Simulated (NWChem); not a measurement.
Molecule: C2H7FSi; SMILES C[SiH](C)F

Program: NWChem. Medium grid unless said otherwise, to which SCAN and Minnesota functionals are sensitive. Coordinates come from a PBE0/def2-SVP optimisation. Hybrids' shares of exact exchange are those that their runs print; pure functionals count as 0. The functionals differ in more than this share.

```csv
row,share of exact exchange,orbital gap (eV)
PBE/def2-TZVP,0.00,7.62
r2SCAN/def2-TZVP,0.00,8.42
TPSSh/def2-TZVP,0.10,8.84
B3LYP/def2-TZVP,0.20,9.44
Hartree-Fock/def2-TZVP,1.00,withheld
```

Fit a straight line of the last column on the one before it, predict the withheld value, and compare with the run.


1. Means of the 4 shown rows: x = 0.075, y = 8.580. Slope Σ(x − x̄)(y − ȳ)/Σ(x − x̄)² = 0.1980/0.02750 = 7.200; intercept 8.040.
2. The shown rows scatter about the line by 0.287 (root mean square); the largest residual is -0.42, at PBE/def2-TZVP.
3. At x = 1.00 (Hartree-Fock/def2-TZVP; beyond the shown range) the line gives 15.24.
4. The run gives 15.78, +0.54 from the line, 1.9 times the scatter.
